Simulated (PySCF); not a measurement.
A structure optimised at B3LYP-D3(BJ)/def2-SVP, used in a PySCF frequency run:

```
C
F 1 1.3445
F 1 1.3445 2 106.97
F 1 1.3618 2 107.55 3 115.28
B 1 1.5965 2 114.82 3 -128.65
H 5 1.1991 1 118.51 2 -29.99
H 5 1.1991 6 122.81 1 175.19
```

Problem. Write its SMILES, formula and point group.

Solution. BC(F)(F)F, CH₂BF₃, Cs

Problem. What are its rotational constants (standard atomic weights)?

Solution. 5.6384, 5.2679, 5.0784 GHz
